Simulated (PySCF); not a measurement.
## Indirect couplings

Bonds (- single, = double, # triple, : aromatic): C1#C2, C2-C3, C3-C4, C4=C5, C3-C6, C6=C7, C7-C8, C8-C9, C9-C10, C10-C11, C11-C12, C11-C6, C12-C8. C1 carries H13; C3 carries H14; C4 carries H15; C5 carries H16, H17; C7 carries H18; C8 carries H19; C9 carries H20, H21; C10 carries H22, H23; C11 carries H24; C12 carries H25, H26. Stereochemistry as in C#C[C@@H](C=C)C1=C[C@H]2CC[C@@H]1C2. H17 is cis to C3; H20, H22 are cis to C6 on the ring; H26 is cis to C9 on the ring; H16 is trans to C3; H21, H23 are trans to C6 on the ring; H25 is trans to C9 on the ring.

Indirect spin–spin couplings were computed at B3LYP/pcJ-1 (without the spin–dipole term) (PySCF) on a PBE0-D3(BJ)/def2-SVP structure, for the isolated molecule, without vibrational or relativistic corrections. Couplings are averaged over pairs made equivalent by symmetry, fast rotation or ring inversion, so a value needn't be that of the named pair in this geometry, while other rotamers aren't included; one pair stands for each set, and the list holds a selection of those of at least 1.5 Hz over up to four bonds, among pairs with at least one H atom (others weren't computed).

Isotopes: $^{13}$C, $^{1}$H.

```tsv
pair	bonds	J (Hz)
C1, H13	1	272.3
C3, H14	1	?
C4, H15	1	?
C5, H16	1	?
C5, H17	1	165.3
C7, H18	1	177.4
C8, H19	1	?
C9, H20	1	142.0
C9, H21	1	136.1
C10, H22	1	?
C10, H23	1	?
C11, H24	1	151.4
C12, H25	1	143.2
C12, H26	1	136.0
C4, H14	2	-6.1
C11, H22	2	-2.7
C11, H23	2	-2.4
C11, H25	2	?
H22, H23	2	-13.0
C3, H16	3	13.5
C6, H26	3	9.3
C8, H22	3	2.6
C8, H24	3	?
H21, H22	3	4.4
H21, H23	3	10.7
H13, H14	4	-4.0
```

Task: Estimate the withheld couplings, with signs.

Result: 
- $^{1}J$(C3,H14) = 135.4 Hz (bond length 1.108 Å, sp3 carbon)
- $^{1}J$(C4,H15) = 168.2 Hz (bond length 1.096 Å, sp2 carbon)
- $^{1}J$(C5,H16) = 169.0 Hz (bond length 1.093 Å, sp2 carbon)
- $^{1}J$(C8,H19) = 150.4 Hz (bond length 1.098 Å, sp3 carbon)
- $^{1}J$(C10,H22) = 144.3 Hz (bond length 1.099 Å, sp3 carbon)
- $^{1}J$(C10,H23) = 136.2 Hz (bond length 1.101 Å, sp3 carbon)
- $^{2}J$(C11,H25) = -1.8 Hz (angle at C12 113°)
- $^{3}J$(C8,H24) = 9.9 Hz (dihedral angle 177°)
